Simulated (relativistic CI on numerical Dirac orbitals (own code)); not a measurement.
## Mn5+ in a cubic cluster: 3s photoemission with charge transfer

Computed with a charge-transfer multiplet model of a cubic metal-ligand cluster with up to 2 ligand holes, Slater and spin-orbit integrals from Dirac-Coulomb-Breit ions, Slater integrals scaled by 0.7. The ground state mixes d2 with configurations of k ligand holes L, whose averages lie at kΔ + k(k − 1)U_dd/2; a core hole lowers each added d electron by U_cd. 300 K, Lorentzian 1.4 eV and Gaussian 0.8 eV FWHM.

Atomic integrals in eV (Slater integrals scaled, ζ unscaled), ground: F2dd 9.285, F4dd 5.869, zeta_d 0.057; with the core hole: F2dd 9.870, F4dd 6.263, zeta_d 0.065, G2cd 9.334.

Cluster parameters (eV): Δ = -1.2, U_dd = 6.5, 10Dq = 0.4, 10Dq(ligand) = 1.3, V(eg) = 1.9, V(t2g) = -0.97, final-state hopping factor = 0.9.

Weights, n_d and S are thermal averages at 300 K. Binding energies count from the first peak over 30 % of the highest in each spectrum, which can be another peak from case to case. The parameters are a model scan and need not match a compound or its usual spin state. Peaks in eV (height, largest 100): 0.0 (100), 4.0 (69), 8.4 (84), 17.3 (25), 22.2 (10), 27.7 (5).

Task: Which parameters give this spectrum?
A. U_cd = 9 eV
B. U_cd = 6.6 eV
C. U_cd = 7.8 eV

Result: A. U_cd = 9 eV; the ground state then has 2.99 d electrons and S = 1.00. The choice follows from running the model for each set and comparing peak positions and heights. Without intra-shell correlation the exchange splitting of the 3s hole comes out too large. The space is cut while the next configuration still counts.
